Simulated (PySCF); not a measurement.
# Basis-set dependence of population analyses: `OCC1CCCC1`

C6H12O.
Cartesian coordinates in Å at the PBE0-D3(BJ)/def2-SVP level; atoms count from 1:
```
atom  x, y, z in Å
O1     2.508   -1.095   -0.282
C2     1.757    0.071   -0.486
C3     0.455    0.092    0.297
C4    -0.464   -1.102    0.021
C5    -1.837   -0.598    0.450
C6    -1.867    0.829   -0.100
C7    -0.416    1.339    0.019
H8     2.704   -1.158    0.658
H9     1.528    0.108   -1.565
H10    2.344    0.985   -0.258
H11    0.711    0.079    1.374
H12   -0.465   -1.322   -1.062
H13   -0.140   -2.021    0.531
H14   -2.669   -1.221    0.087
H15   -1.900   -0.584    1.552
H16   -2.590    1.476    0.420
H17   -2.172    0.805   -1.159
H18   -0.309    2.081    0.824
H19   -0.096    1.843   -0.908
```

PBE0 throughout (PySCF), one geometry, spherical d and f functions. Geometry: PBE0-D3(BJ)/def2-SVP, one conformer, isolated molecule. Atoms taken as equivalent share a column and are averaged. The first 7 of 12 kinds of atom are listed.

Mulliken charges (e):

```tsv
basis	functions	O1	C2	C3	C4/C7	C5/C6	H8	H9/H10
STO-3G	47	-0.289	-0.050	-0.068	-0.145	-0.144	+0.197	+0.071
pcSseg-0	87	-0.670	-0.009	-0.520	-0.412	-0.485	+0.364	+0.220
6-31G	87	-0.613	-0.075	-0.195	-0.310	-0.326	+0.367	+0.161
6-31G*	122	-0.645	-0.064	-0.171	-0.331	-0.336	+0.411	+0.155
cc-pVDZ	158	-0.276	+0.177	-0.225	-0.003	-0.060	+0.141	+0.029
def2-SVP	158	-0.331	+0.239	-0.293	+0.004	-0.062	+0.167	+0.021
pcSseg-1	179	-0.449	+0.160	-0.428	-0.156	-0.228	+0.222	+0.105
6-311+G(2d,p)	261	-0.378	-0.251	+0.366	-0.423	-0.266	+0.258	+0.131
aug-cc-pVDZ	269	-0.541	+1.116	-0.071	+0.691	+0.597	+0.121	-0.207
def2-TZVP	289	-0.436	-0.029	-0.123	-0.204	-0.180	+0.301	+0.097
```

IAO charges (e):

```json
{"basis": "STO-3G", "functions": "47", "O1": "-0.336", "C2": "-0.132", "C3": "-0.142", "C4/C7": "-0.254", "C5/C6": "-0.256", "H8": "+0.238", "H9/H10": "+0.120"}
{"basis": "pcSseg-0", "functions": "87", "O1": "-0.508", "C2": "-0.065", "C3": "-0.148", "C4/C7": "-0.273", "C5/C6": "-0.273", "H8": "+0.326", "H9/H10": "+0.129"}
{"basis": "6-31G", "functions": "87", "O1": "-0.530", "C2": "-0.073", "C3": "-0.126", "C4/C7": "-0.272", "C5/C6": "-0.268", "H8": "+0.339", "H9/H10": "+0.132"}
{"basis": "6-31G*", "functions": "122", "O1": "-0.536", "C2": "-0.037", "C3": "-0.119", "C4/C7": "-0.259", "C5/C6": "-0.254", "H8": "+0.339", "H9/H10": "+0.120"}
{"basis": "cc-pVDZ", "functions": "158", "O1": "-0.537", "C2": "-0.037", "C3": "-0.118", "C4/C7": "-0.260", "C5/C6": "-0.255", "H8": "+0.342", "H9/H10": "+0.119"}
{"basis": "def2-SVP", "functions": "158", "O1": "-0.535", "C2": "-0.032", "C3": "-0.119", "C4/C7": "-0.254", "C5/C6": "-0.250", "H8": "+0.339", "H9/H10": "+0.117"}
{"basis": "pcSseg-1", "functions": "179", "O1": "-0.546", "C2": "-0.037", "C3": "-0.123", "C4/C7": "-0.261", "C5/C6": "-0.256", "H8": "+0.344", "H9/H10": "+0.122"}
{"basis": "6-311+G(2d,p)", "functions": "261", "O1": "-0.565", "C2": "-0.042", "C3": "-0.121", "C4/C7": "-0.267", "C5/C6": "-0.262", "H8": "+0.355", "H9/H10": "+0.126"}
{"basis": "aug-cc-pVDZ", "functions": "269", "O1": "-0.564", "C2": "-0.041", "C3": "-0.120", "C4/C7": "-0.266", "C5/C6": "-0.261", "H8": "+0.355", "H9/H10": "+0.125"}
{"basis": "def2-TZVP", "functions": "289", "O1": "-0.561", "C2": "-0.040", "C3": "-0.121", "C4/C7": "-0.267", "C5/C6": "-0.262", "H8": "+0.354", "H9/H10": "+0.125"}
```

Some averages cover members that differ in this geometry, most widely: C4/C7, Mulliken in 6-311+G(2d,p) -0.511 to -0.335; C4/C7, Mulliken in def2-TZVP -0.235 to -0.172; C5/C6, Mulliken in 6-311+G(2d,p) -0.295 to -0.237; C5/C6, Mulliken in aug-cc-pVDZ +0.576 to +0.619 e.

Question: Which scheme is steadiest as the basis changes?

Answer: Largest range over the bases for any column: IAO 0.23 e, Mulliken 1.37 e. IAO charges move least and Mulliken charges most, counted in e. Without the minimal STO-3G basis the ranges are IAO 0.06, Mulliken 1.37 e.

Question: How much do the charges still move between the two largest bases, aug-cc-pVDZ and def2-TZVP?

Answer: At most, over all atoms: Mulliken 1.145 e, IAO 0.003 e.

Question: What do the same runs give for the total energy, the frontier levels and the dipole moment?

Answer: 
| basis | energy (Eh) | HOMO (eV) | LUMO (eV) | μ (D) |
| --- | --- | --- | --- | --- |
| STO-3G | -306.9039 | -4.03 | 8.98 | 1.38 |
| pcSseg-0 | -309.9964 | -7.42 | 1.73 | 1.98 |
| 6-31G | -310.6247 | -7.36 | 2.14 | 2.02 |
| 6-31G* | -310.7061 | -7.34 | 2.25 | 1.67 |
| cc-pVDZ | -310.7330 | -7.40 | 1.58 | 1.51 |
| def2-SVP | -310.4929 | -7.49 | 1.48 | 1.60 |
| pcSseg-1 | -310.6774 | -7.64 | 1.15 | 1.67 |
| 6-311+G(2d,p) | -310.8072 | -7.72 | 0.18 | 1.72 |
| aug-cc-pVDZ | -310.7572 | -7.70 | -0.17 | 1.66 |
| def2-TZVP | -310.8299 | -7.67 | 0.89 | 1.64 |

The dipole is fixed by the density alone, so its range of 0.64 D shows that the density itself changes with the basis, not only its division among atoms.
